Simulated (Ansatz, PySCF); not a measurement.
Gd(NO3)3 in two programs

Gd(NO3)3 (singlet in the valence; each metal's 4f electrons, 7 of them, lie in its core potential, out of spins and levels), relaxed with PySCF 2.14.0, RKS BP86, Gd lcecp-1-SVP with ECP53, O def2-SVP, N def2-SVP; non-relativistic Hamiltonian with scalar-relativistic core potentials where named; density fitting; no spin-orbit coupling:

```xyz
13

Gd    0.0000    0.0000    0.0000
O     2.0918   -0.1703    1.0810
O     2.0918    0.1703   -1.0810
N     2.8088    0.0000    0.0000
O     4.0090    0.0000    0.0000
O    -0.8984    1.8967    1.0810
O    -1.1934    1.7264   -1.0810
N    -1.4044    2.4325    0.0000
O    -2.0045    3.4719    0.0000
O    -1.1934   -1.7264    1.0810
O    -0.8984   -1.8967   -1.0810
N    -1.4044   -2.4325    0.0000
O    -2.0045   -3.4719    0.0000
```

There the HOMO–LUMO gap is 3.65 eV. The 4f levels lie in the core potential and are missing.

The same geometry by Ansatz 0.2.0 (PBE, PAW with the 4f shell of lanthanides and the 5f shell of actinides in the valence, a periodic box with 9 Å of vacuum; gaps over both spins; site moments in spheres, but by Gaussian weights under spin-orbit coupling, so that the two can't be compared; unpaired electrons at the start: 7, along z under spin-orbit coupling; the open shells may stand above their lowest state):

| spin-orbit coupling | U on f (eV) | gap (eV) | spin moment on Gd1 (μB) | orbital moment of its f shell (μB) | largest force component (eV/Å) |
| --- | --- | --- | --- | --- | --- |
| without | 0 | 2.53 | 6.81 | – | 0.23 |
| without | 5 | 3.62 | 6.88 | – | 0.22 |
| with | 5 | 3.62 | 6.66 | 0.03 | 0.22 |

Problem. What does the run with spin-orbit coupling and with U = 0 eV give?

Solution. gap (eV): 2.32, spin moment on Gd1 (μB): 6.59, orbital moment of its f shell (μB): 0.04, largest force component (eV/Å): 0.23. It took 94 s on 4 threads of Arm Neoverse V2, with other jobs on the host, peak memory 5.7 GiB.

Semilocal functionals tend to give orbital moments well under those of Hund's rules.

Without U the plane-wave gap ends on 4f levels, which the Gaussian run lacks; U moves filled and empty 4f levels apart, though the lowest empty ones can remain 4f.

The spin-orbit runs use fully relativistic datasets of their own, so changes of a few hundredths of an eV needn't come from the coupling.

An lcecp potential fixes the number of 4f electrons, so in runs with it no electron can move into or out of that shell.
